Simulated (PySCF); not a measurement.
Species: C10H15N.
InChI=1S/C10H15N/c1-8-6-5-7-9(2)10(8)11(3)4/h5-7H,1-4H3

Method: PySCF, PBE0-D3(BJ)/def2-SVP geometry optimisation, gas phase.

Take the most abundant isotopes and a rigid rotor. 

**Question.** Give the principal moments of inertia and the rotational constants in MHz.

**Answer.** Ia = 342.36, Ib = 461.11, Ic = 710.40 u·Å²; 505379 MHz·u·Å²/I gives A = 1476, B = 1096, C = 711.4 MHz.

**Question.** Classify the top.

**Answer.** An asymmetric top. Ray's parameter κ = (2B − A − C)/(A − C) = 0.006; −1 is the prolate and +1 the oblate limit.

**Question.** Is it planar, by Δ = Ic − Ia − Ib?

**Answer.** Not planar: Δ = Ic − Ia − Ib = -93.07 u·Å². For a rigid frame Δ = −2 Σ m c², so Σ m c² = 46.54 u·Å² lies off the ab plane: 16.66 from hydrogen and 29.87 from heavier atoms. The atom farthest from that plane is 1.94 Å away.

**Question.** Give the coordinates in the principal-axis frame, origin at the centre of mass.

**Answer.** The sense of each axis is arbitrary; atoms in the order of the calculation.
| atom | mass (u) | a (Å) | b (Å) | c (Å) |
| --- | --- | --- | --- | --- |
| C1 | 12.000 | -0.409 | 2.473 | 0.177 |
| C2 | 12.000 | 0.435 | 1.236 | 0.056 |
| C3 | 12.000 | 1.829 | 1.345 | 0.066 |
| C4 | 12.000 | 2.638 | 0.215 | 0.016 |
| C5 | 12.000 | 2.056 | -1.047 | -0.049 |
| C6 | 12.000 | 0.667 | -1.196 | -0.081 |
| C7 | 12.000 | 0.051 | -2.559 | -0.187 |
| C8 | 12.000 | -0.151 | -0.045 | -0.033 |
| N9 | 14.003 | -1.554 | -0.229 | -0.074 |
| C10 | 12.000 | -2.229 | -0.609 | 1.136 |
| C11 | 12.000 | -2.354 | 0.450 | -1.053 |
| H12 | 1.008 | -0.830 | 2.787 | -0.792 |
| H13 | 1.008 | 0.188 | 3.313 | 0.561 |
| H14 | 1.008 | -1.256 | 2.315 | 0.860 |
| H15 | 1.008 | 2.282 | 2.337 | 0.135 |
| H16 | 1.008 | 3.725 | 0.318 | 0.032 |
| H17 | 1.008 | 2.687 | -1.939 | -0.095 |
| H18 | 1.008 | -0.847 | -2.529 | -0.820 |
| H19 | 1.008 | -0.269 | -2.942 | 0.798 |
| H20 | 1.008 | 0.764 | -3.286 | -0.600 |
| H21 | 1.008 | -3.137 | -1.194 | 0.904 |
| H22 | 1.008 | -1.575 | -1.236 | 1.757 |
| H23 | 1.008 | -2.544 | 0.257 | 1.758 |
| H24 | 1.008 | -3.187 | -0.202 | -1.375 |
| H25 | 1.008 | -1.747 | 0.671 | -1.943 |
| H26 | 1.008 | -2.807 | 1.401 | -0.704 |

**Question.** List the rotational levels J(Ka,Kc) to J = 2 (cm⁻¹).

**Answer.** Above 0(0,0):
J = 1: 1(0,1) 0.0603, 1(1,1) 0.0730, 1(1,0) 0.0858
J = 2: 2(0,2) 0.1749, 2(1,2) 0.1807, 2(1,1) 0.2192, 2(2,1) 0.2572, 2(2,0) 0.2632
The levels of one J sum to (2J + 1)J(J + 1)(A + B + C)/3.

**Question.** Predict some low-J microwave lines.

**Answer.** The dipole components are |μa| = 0.87 D, |μb| = 0.15 D, |μc| = 0.12 D. Intensities carry the squares of the components, which stand as 1.00 : 0.03 : 0.02 (a : b : c). Some lines, for components of 0.1 D or more:

| type | branch | J(Ka,Kc) | MHz | lower level (cm⁻¹) |
| --- | --- | --- | --- | --- |
| c | Q | 4(2,3) ← 4(1,3) | 342 | 0.663 |
| c | Q | 1(1,1) ← 1(0,1) | 380 | 0.060 |
| c | Q | 2(2,1) ← 2(1,1) | 1140 | 0.219 |
| b | R | 1(1,1) ← 0(0,0) | 2188 | 0.000 |
| b | Q | 3(3,0) ← 3(2,1) | 2283 | 0.463 |
| c | R | 1(1,0) ← 0(0,0) | 2572 | 0.000 |
| b | Q | 4(3,2) ← 4(2,3) | 3350 | 0.674 |
| b | R | 3(1,2) ← 2(2,1) | 4704 | 0.257 |
| a | R | 3(1,3) ← 2(1,2) | 4750 | 0.181 |
| b | R | 3(1,3) ← 2(0,2) | 4925 | 0.175 |
| c | R | 2(2,1) ← 1(1,1) | 5524 | 0.073 |
| c | R | 3(1,2) ← 2(0,2) | 7173 | 0.175 |
| c | R | 3(2,1) ← 2(1,1) | 7296 | 0.219 |
| a | R | 4(3,2) ← 3(3,1) | 7475 | 0.537 |
| c | R | 3(2,2) ← 2(1,2) | 7716 | 0.181 |
| b | R | 3(3,1) ← 2(2,0) | 8200 | 0.263 |
| c | R | 3(3,0) ← 2(2,0) | 8260 | 0.263 |
| b | R | 3(3,0) ← 2(2,1) | 8439 | 0.257 |
| c | R | 4(3,1) ← 3(2,1) | 10053 | 0.463 |
| c | R | 4(3,2) ← 3(2,2) | 10432 | 0.438 |

**Question.** Estimate the classical rotational partition function at 25 K, 200 K and 500 K.

**Answer.** Point group C1, symmetry number σ = 1; q = (√π/σ)·√((kT/h)³/(ABC)), k/h = 20836.6 MHz/K: 19600 at 25 K, 444000 at 200 K, 1760000 at 500 K.

PBE0-D3(BJ)/def2-SVP frequencies: not computed here. These are rigid-rotor constants of the computed structure; measured ground-state constants (B0) also hold zero-point vibration. A rigid rotor knows nothing of internal rotation, which can split or shift real lines. Quadrupole hyperfine structure (14N) is left out.

Hardware: 2 threads, AMD EPYC 7B13 (x86_64), no GPU, shared host with 128 logical CPUs at a one-minute load of 15. Cost: 2.7 min wall, 6.7 min CPU, 1.3 GiB resident at most. That covers the optimisation of the geometry.

Conformer computed: `[CH3:1][c:2]1[cH:3][cH:4][cH:5][c:6]([CH3:7])[c:8]1[N:9]([CH3:10])[CH3:11]`: C6–C8–N9–C10 80°.
